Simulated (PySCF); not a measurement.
SMILES CC1([CH2])OBOC1(C)C, doublet (GFN2-xTB optimised geometry):

```
21

C     -1.516     2.038     0.842
C     -0.709     1.289    -0.128
C     -1.139     1.644    -1.563
O      0.672     1.627     0.000
B      1.416     0.497     0.000
O      0.671    -0.635    -0.008
C     -0.701    -0.294     0.129
C     -1.534    -1.116    -0.848
C     -1.126    -0.612     1.567
H     -2.567     2.165     0.679
H     -1.049     2.505     1.685
H     -2.183     1.398    -1.727
H     -0.514     1.120    -2.281
H     -0.999     2.713    -1.704
H      2.578     0.497     0.000
H     -1.454    -2.165    -0.572
H     -2.578    -0.818    -0.798
H     -1.171    -1.008    -1.865
H     -0.519    -0.044     2.268
H     -2.173    -0.365     1.716
H     -0.973    -1.671     1.759
```

Computed with unrestricted PBE0/def2-SVP (PySCF).

### Question
What are the frontier orbital energies (α orbitals alone; a β orbital can be the lowest empty one) and the dipole moment?

### Answer
HOMO-2 -9.01 eV, HOMO-1 -8.03 eV, HOMO -6.26 eV, LUMO 1.18 eV, LUMO+1 1.53 eV; dipole moment 2.44 D.

On the same geometry PySCF with unrestricted PBE/def2-SVP gives HOMO-2 -7.50 eV, HOMO-1 -6.49 eV, HOMO -4.81 eV, LUMO 0.15 eV, LUMO+1 0.69 eV; dipole moment 2.39 D.

Meta-Löwdin charges at PBE0/def2-SVP: C1 -0.23, C2 0.22, C3 -0.31, O4 -0.39, B5 0.30, O6 -0.39, C7 0.24, C8 -0.31, C9 -0.31, H10 0.11, H11 0.12, H12 0.10, H13 0.10, H14 0.11, H15 0.00, H16 0.11, H17 0.10, H18 0.11, H19 0.10, H20 0.10, H21 0.11.
